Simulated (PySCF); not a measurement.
C₄H₄, SMILES C12C3C2C31. Atoms are numbered in the order given.

```xyz
8

C     -0.5206     0.5206    -0.5206
C      0.5206     0.5206     0.5206
C      0.5206    -0.5206    -0.5206
C     -0.5206    -0.5206     0.5206
H     -1.1442     1.1442    -1.1442
H      1.1442     1.1442     1.1442
H      1.1442    -1.1442    -1.1442
H     -1.1442    -1.1442     1.1442
```

Coordinates come from a PBE0-D3(BJ)/def2-SVP optimisation.

These are B3LYP/pcJ-1 (PySCF) values and carry that method's errors.

Isotropic couplings with Fermi-contact, spin-dipole and both spin-orbit terms, one fixed conformer, no vibrational averaging. Isotopes: 13C, 1H.

| pair | bonds apart | J (Hz) |
|---|---|---|
| C1–C2 | 1 | … |
| C1–C3 | 1 | … |
| C1–C4 | 1 | … |
| C1–H5 | 1 | … |
| C2–C3 | 1 | … |
| C2–C4 | 1 | … |
| C2–H6 | 1 | … |
| C3–C4 | 1 | … |
| C3–H7 | 1 | … |
| C4–H8 | 1 | … |
| H5–H6 | 3 | 1.3 |
| H5–H7 | 3 | 1.3 |
| H5–H8 | 3 | 1.3 |
| H6–H7 | 3 | 1.3 |
| H6–H8 | 3 | 1.3 |
| H7–H8 | 3 | 1.3 |

**Question.** What belongs in the gaps? (An estimate is asked for; the answer gives what the named calculation found.)

**Answer.** 
- C1–C2, J (Hz): 12.7
- C1–C3, J (Hz): 12.7
- C1–C4, J (Hz): 12.7
- C1–H5, J (Hz): 271.5
- C2–C3, J (Hz): 12.7
- C2–C4, J (Hz): 12.7
- C2–H6, J (Hz): 271.5
- C3–C4, J (Hz): 12.7
- C3–H7, J (Hz): 271.5
- C4–H8, J (Hz): 271.5
